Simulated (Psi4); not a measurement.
Process, species as SMILES: BN (BH2-NH2) → B[NH-] + H+
B3LYP-D3(BJ)/def2-TZVP geometries, fixed; electronic energies without zero-point terms.
Largest species:
```xyz
6

B     -0.7766     0.0323    -0.0041
N      0.6098    -0.0254     0.0032
H     -1.3984    -0.9854    -0.0254
H     -1.3119     1.0982     0.0110
H      1.1972     0.7922     0.0209
H      1.1274    -0.8889    -0.0085
```
Charge 0, spin multiplicity 1.

Effect of the treatment of two-electron integrals at M06-2X/cc-pVTZ with Psi4, against the last row, where the deprotonation energy is 391.83 kcal/mol. The proton leaves the site shown, which need not be the most acidic.

| setting | largest shift of a total energy (mEh) | shift of the deprotonation energy (kcal/mol) |
|---|---|---|
| scf_type: df | 0.007 | 0.005 |
| scf_type: cd | -0.034 | 0.001 |
| scf_type: pk | 0.000 | 0.000 |

Within 0.02 kcal/mol in the deprotonation energy: scf_type: df; scf_type: cd. The largest shift is 0.034 mEh in a total energy and 0.005 kcal/mol in the difference.
